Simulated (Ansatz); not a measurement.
Computed with Ansatz on PBE0-D4/def2-TZVP structures; ΔE is electronic, products minus reactants. CBS: MP2 limit from def2 TZ/QZ plus the TZ coupled-cluster correction, frozen cores. DFT in def2-TZVPP. HSE06 is defined as in plane-wave codes. Elements past krypton have def2 core potentials. For In outer-core shells are correlated without core-valence functions, which leaves a few kJ/mol of doubt a bond. One conformer a species, not always the lowest.

Consider the ligand exchange at a B–O bond: `FB[O][InH2]` + `O[SiH2]O` → `O[SiH2]OBF` + `[OH][InH2]`.

```tsv
level	ΔE (eV)
B97M-V	0.27
CAM-B3LYP-D4	0.25
HSE06	0.27
RPA@PBE/def2-TZVPP	0.31
CCSD(T)/def2-SVP	0.40
CCSD/def2-TZVPP	0.29
CCSD(T)/def2-TZVPP	0.31
HF/def2-QZVPP	0.22
```

What does CCSD(T)/CBS give? (Estimate.)

Computed: +0.30 eV. The listed levels differ from it by -0.03, -0.05, -0.03, 0.01, 0.10, -0.01, 0.01, -0.08 eV.

What do rigid-rotor, harmonic-oscillator terms from PBE0-D4/def2-TZVP frequencies (298.15 K, 1 bar) make of the CCSD(T)/CBS value? (Estimate.)

Computed: ΔZPE = -0.01 eV, ΔH = +0.30 eV, ΔS = 14 J/(mol·K), ΔG = +0.26 eV.

Largest T1 diagnostic among the species: 0.017.

In def2-TZVPP, CCSD(T) changes the Hartree–Fock value by +0.09 eV (the triples alone add +0.01 eV) and MP2 by +0.09 eV. Leaving LDA and LC-ωPBE aside and taking each functional with its dispersion term where it has one, the values, not all of them listed here, spread over 0.08 eV, from BLYP-D4 to ωB97M-V.
